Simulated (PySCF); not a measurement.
# Assigning NMR signals

Numbering as in the mapped SMILES `[cH:1]1[cH:2][cH:3][c:4]2[c:5]([cH:6]1)[CH2:7][CH2:8][CH2:9][NH:10]2`. Each H is labelled by its parent atom.

PySCF 2.14.0 with density-fitted response routines calculation with coordinates at the PBE0-D3(BJ)/def2-SVP level and shielding tensors at PBE0/pcSseg-1 (GIAO); gas phase, fast rotation and ring inversion assumed for equivalent nuclei, non-relativistic, one computed conformer.

Referencing at the same level of theory: $^{13}$C (σref 184.41) and $^{1}$H (σref 31.27) vs TMS.

(1) Assign these signals to the numbered atoms. $^{13}$C{$^{1}$H} NMR (computed): δ 148.2, 135.1, 132.8, 122.0, 120.9, 116.4, 43.3, 29.5, 24.1.

(2) Assign these signals to the numbered atoms. $^{1}$H NMR (500 MHz, computed): δ 7.02 (m, 1H), 6.96 (d, 1H), 6.63 (m, 1H), 6.27 (d, 1H), 3.17 (m, 2H), 2.93 (br s, 1H), 2.65 (m, 2H), 1.77 (m, 2H).

## Answers

(1) 
148.2 → C4, aromatic carbon bearing nitrogen: an ipso carbon deshielded by its heteroatom
135.1 → C6, aromatic CH: the aromatic region
132.8 → C2, aromatic CH
122.0 → C5, substituted aromatic carbon
120.9 → C1, aromatic CH: resonance donation from the substituent shields this position
116.4 → C3, aromatic CH
43.3 → C9, sp3 CH2 bonded to N: the inductive effect lowers its shielding
29.5 → C7, sp3 CH2 on an aromatic ring: aliphatic region, no heteroatom directly attached
24.1 → C8, sp3 CH2 in a ring: a saturated carbon with 2 carbon neighbours and no heteroatom attached

C5 and C1 lie closer than the usual error of such a calculation, so a measured spectrum could show them in the other order.

(2) 
| δ (ppm) | atoms | environment | reason |
| --- | --- | --- | --- |
| 7.02 | H(C2) | hydrogen on an aromatic CH | the ring current deshields protons in the ring plane |
| 6.96 | H(C6) | hydrogen on an aromatic CH | – |
| 6.63 | H(C1) | hydrogen on an aromatic CH | – |
| 6.27 | H(C3) | hydrogen on an aromatic CH | – |
| 3.17 | H(C9) | hydrogen on an sp3 CH2 bonded to N | its carbon carries N, an electronegative neighbour |
| 2.93 | H(N10) | hydrogen on an aniline-type nitrogen | exchangeable; this is the value without hydrogen bonding to other molecules |
| 2.65 | H(C7) | hydrogen on an sp3 CH2 on an aromatic ring | benzylic-type position, deshielded by the ring |
| 1.77 | H(C8) | hydrogen on an sp3 CH2 in a ring | – |

H(C2) and H(C6) lie closer than the usual error of such a calculation, so a measured spectrum could show them in the other order.

The OH or NH signal is concentration- and solvent-dependent in practice; the value given is the gas-phase one. Shifts are as computed. Against solution values, carbons near 30 ppm lie about +2 ppm off and those near 130 ppm about +5 ppm. Of 1211 compounds with measured shifts, 218 miss one by over three times the rms of a fit or turn the order of signals round; such compounds aren't used in these exercises. No couplings were computed; multiplicities are counted from neighbouring protons, with m where these are inequivalent, close in shift, in a saturated or five-membered ring or joined by F or P, and br s for small geminal =CH2 splittings.
